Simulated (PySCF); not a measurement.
Input for PySCF: R-HF/3-21G on CH5FInN (SMILES [CH3][In]([NH2])[F]), a point of a torsion scan.

```python
from pyscf import gto, scf, dft, mp
from pyscf.data.elements import chemcore

mol = gto.M(
    atom='''
    C    -1.82109999   -0.34584767   -0.09604195
    In    0.27181491    0.37269040    0.14055583
    N     2.22791748   -0.29643123    0.06698195
    F     0.37204276    2.34945249    0.24726196
    H    -2.08560293   -0.23011656   -1.14277296
    H    -1.88356703   -1.38498018    0.20788061
    H    -2.44328240    0.28972275    0.52519327
    H     2.81699735    0.49610808    0.31386643
    H     2.41720558   -1.02561220    0.74857411
    ''',
    basis='3-21g',
    charge=0, spin=0, verbose=3, max_memory=1800)
mf = scf.RHF(mol)
mf.conv_tol = 1e-8
mf.max_cycle = 100
mf.kernel()
if not mf.converged:
    mf = mf.newton().run(mf.mo_coeff, mf.mo_occ)
```

### Question
What total energy does the run end on?

### Answer
-5908.3842 hartree.
